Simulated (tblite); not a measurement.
Species: C6H11O2 (doublet state).
Z-matrix (Å and degrees, GFN2-xTB geometry), rows numbered from 1:
```
C 
C   1  1.5251
C   2  1.5303  1  111.19
O   2  1.4233  1  106.69  3   121.09
C   4  1.4062  2  117.08  1   155.91
C   5  1.5270  4  108.18  2   164.51
C   5  1.5110  4  112.81  2   -73.56
O   7  1.1894  5  130.53  4    14.32
H   1  1.0868  2  109.74  3   -61.01
H   1  1.0862  2  110.18  3    59.46
H   1  1.0864  2  109.75  3   179.66
H   2  1.0997  1  109.03  3  -120.75
H   3  1.0882  2  111.26  1   179.71
H   3  1.0861  2  109.81  1   -60.27
H   3  1.0873  2  109.60  1    59.58
H   5  1.1038  4  111.51  2    43.88
H   6  1.0863  5  109.37  4    58.38
H   6  1.0857  5  110.22  4   178.86
H   6  1.0862  5  109.42  4   -60.44
```

Calculated harmonic vibrations of the isolated species, GFN2-xTB (tblite), most abundant isotopes, no scaling. Against measured fundamentals such values can be off by several per cent, at times by over 20. One conformer, not necessarily the lowest. Open shells enter through the occupations alone, without spin polarisation, and single modes of such species can be off by tens of per cent.

Harmonic wavenumbers (cm⁻¹): 25.3, 76.9, 90.3, 162.2, 168.1, 190.5, 194.6, 240.0, 315.0, 373.9, 397.7, 469.0, 497.4, 620.4, 781.4, 851.4, 915.9, 936.1, 967.5, 982.4, 1016.0, 1100.6, 1103.4, 1138.4, 1164.8, 1181.5, 1218.0, 1263.2, 1308.5, 1330.0, 1389.2, 1393.4, 1405.7, 1463.4, 1473.7, 1484.9, 1486.6, 1489.7, 1498.2, 1894.3, 2815.9, 2877.6, 3027.1, 3042.7, 3046.4, 3048.6, 3051.4, 3051.9, 3053.8, 3054.6, 3059.0.

A = 2743, B = 1446, C = 1162 MHz; mass 115.076 u (most abundant isotopes); point group C1, symmetry number 1; spin multiplicity 2.

Q: What is the zero-point energy?

A: ½Σν̃ = 34594 cm⁻¹ = 98.91 kcal/mol.

Q: What is S at 350 K and 1 bar for an ideal gas of classical rigid rotors and harmonic oscillators?

A: Translation 40.96, rotation 29.11, vibration 36.72, spin (R ln 2) 1.38: S = 108.2 cal/(mol K).

Q: And Cp and H(350 K) − H(0)?

A: Cp = 42.04 cal/(mol K), of which vibrations give 34.10 (their classical limit is 51 R = 101.3); H(350 K) − H(0) = 9.17 kcal/mol without the zero-point energy, 6.38 from vibrations.

Q: How do the functions run with temperature in this model?

A: 
```json
{"T (K)": "100", "S (cal/(mol K))": "71.9", "Cp (cal/(mol K))": "20.1", "H − H(0) (kcal/mol)": "1.38", "G − H(0) (kcal/mol)": "-5.81", "ln q(vib)": "2.28"}
{"T (K)": "200", "S (cal/(mol K))": "88.7", "Cp (cal/(mol K))": "29.0", "H − H(0) (kcal/mol)": "3.86", "G − H(0) (kcal/mol)": "-13.88", "ln q(vib)": "5.21"}
{"T (K)": "300", "S (cal/(mol K))": "102.0", "Cp (cal/(mol K))": "37.5", "H − H(0) (kcal/mol)": "7.18", "G − H(0) (kcal/mol)": "-23.44", "ln q(vib)": "7.97"}
{"T (K)": "500", "S (cal/(mol K))": "125.3", "Cp (cal/(mol K))": "54.6", "H − H(0) (kcal/mol)": "16.44", "G − H(0) (kcal/mol)": "-46.23", "ln q(vib)": "13.14"}
{"T (K)": "800", "S (cal/(mol K))": "155.2", "Cp (cal/(mol K))": "72.5", "H − H(0) (kcal/mol)": "35.74", "G − H(0) (kcal/mol)": "-88.45", "ln q(vib)": "20.38"}
{"T (K)": "1000", "S (cal/(mol K))": "172.3", "Cp (cal/(mol K))": "80.6", "H − H(0) (kcal/mol)": "51.09", "G − H(0) (kcal/mol)": "-121.24", "ln q(vib)": "24.86"}
```

q(vib) and H(0) count from the zero-point level.

Q: What must be added to the electronic energy to get the Gibbs energy at 350 K and 1 bar?

A: ZPE + [H(350 K) − H(0)] − T·S = 98.91 + 9.17 − 37.86 = 70.22 kcal/mol.

Q: Which modes carry the vibrational entropy at 350 K?

A: 25.3 cm⁻¹: 6.49; 76.9 cm⁻¹: 4.28; 90.3 cm⁻¹: 3.97; 162.2 cm⁻¹: 2.83; 168.1 cm⁻¹: 2.76; 190.5 cm⁻¹: 2.52 cal/(mol K); the other 45 give 13.87 together.

Q: Blend soft modes into free rotors: weight 1/[1 + (100 cm⁻¹/ν̃)⁴] for the oscillator and the rest for a rotor with moment μB/(μ + B), μ = h/(8π²ν), B = 10⁻⁴⁴ kg m². What vibrational entropy results?

A: 33.28 cal/(mol K) in place of 36.72, which changes −T·S at 350 K by +1.20 kcal/mol.

Hindered rotation and anharmonicity are outside this model. Other conformers, if any are populated, would add a mixing term that is left out. The structure is chiral; the term R ln 2 for an equal mix with its mirror image is left out.
